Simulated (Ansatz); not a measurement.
Ansatz (an electronic-structure program) input (PBE0/def2-SVP):

Ansatz 0.2 input:
```yaml
crystal:
  periodic: [false, false, false]
  atoms:
    - {symbol: C, position_ang: [-1.62716027, -0.87471533, -0.43949625]}
    - {symbol: C, position_ang: [-0.57353451, 0.00802121, 0.12689650]}
    - {symbol: C, position_ang: [-0.53645204, 1.38087954, -0.54835076]}
    - {symbol: C, position_ang: [0.78895513, -0.68169206, 0.08006063]}
    - {symbol: O, position_ang: [1.71962932, 0.10202203, 0.82206675]}
    - {symbol: H, position_ang: [-1.62221708, -1.93992186, -0.24724397]}
    - {symbol: H, position_ang: [-2.48313190, -0.45703705, -0.95115441]}
    - {symbol: H, position_ang: [-0.78463246, 0.16815656, 1.19819426]}
    - {symbol: H, position_ang: [-0.31951801, 1.27708729, -1.61452577]}
    - {symbol: H, position_ang: [0.23222438, 2.00899091, -0.10070274]}
    - {symbol: H, position_ang: [-1.49849042, 1.88658288, -0.44826622]}
    - {symbol: H, position_ang: [0.70359063, -1.68737252, 0.50963518]}
    - {symbol: H, position_ang: [1.10849164, -0.78415328, -0.96475719]}
    - {symbol: H, position_ang: [2.59579868, -0.28346948, 0.72762606]}
basis:
  gaussian:
    orbitals: def2-SVP
hamiltonian:
  xc: {name: PBE0}
magnetization: {spin_polarized: true, initial_magnetization: 1}
```

End of the output:

```
integrals: 0.05 GiB planned
1297 factors; their error is unknown
0.18 GiB of the device are held for the grids
0.49 GiB of device memory are held for the factors and their scratch space
mean field: 0.50 GiB planned
mean field evaluation 1: about -6320.8890 eV, gradient 3.9e1 eV
mean field evaluation 2: about -6319.0398 eV, gradient 4.5e1 eV
mean field evaluation 4: about -6327.9972 eV, gradient 1.7e0 eV
mean field evaluation 8: about -6328.0110 eV, gradient 4.5e-2 eV
mean field evaluation 16: about -6327.9970 eV, gradient 8.0e-5 eV
mean field -6327.99701477 eV, -232.5496010222 hartree, gradient 3.2e-5 eV, S^2 0.754557; 0 other end points of the search recorded, 0 dependent functions left out
reference -6327.99703970 eV, -232.5496019386 hartree; 21, 20 occupied and 94, 95 virtual orbitals, 1297 factors
Total energy: -6327.99703970 eV, -232.5496019386 hartree
```

It need not be the lowest isomer of its formula.
